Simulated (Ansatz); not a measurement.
Basis-set extrapolation for `[SiH3]C1B[SiH2][SiH2]1` (PBE0-D4/def2-TZVP geometry, frozen core, the Gaussian-basis code of Ansatz). Multiplicity 1, RHF reference.

```
                      def2-TZVPP   def2-QZVPP
                 HF  -934.593862  -934.623352
    MP2 correlation    -0.654087    -0.697862
CCSD(T) correlation    -0.758110      not run
```

Energies in hartree. Use E(X) = E(∞) + A·exp(−7.88·√X) for Hartree–Fock and E(X) = E(∞) + B·X^(−2.97) for correlation, with X = 3 and 4, and add CCSD(T) minus MP2 of the smaller set to the MP2 limit.

Task: What is the CCSD(T) energy at the basis-set limit?

Result: HF limit: -934.623352 + (-0.029490) × 0.13774 = -934.62741. MP2 limit: -0.697862 + (-0.043775) × 0.74074 = -0.73029. Higher-order term: -0.758110 − (-0.654087) = -0.10402. Total: -935.46172 hartree, 2.99 eV below CCSD(T)/def2-TZVPP.
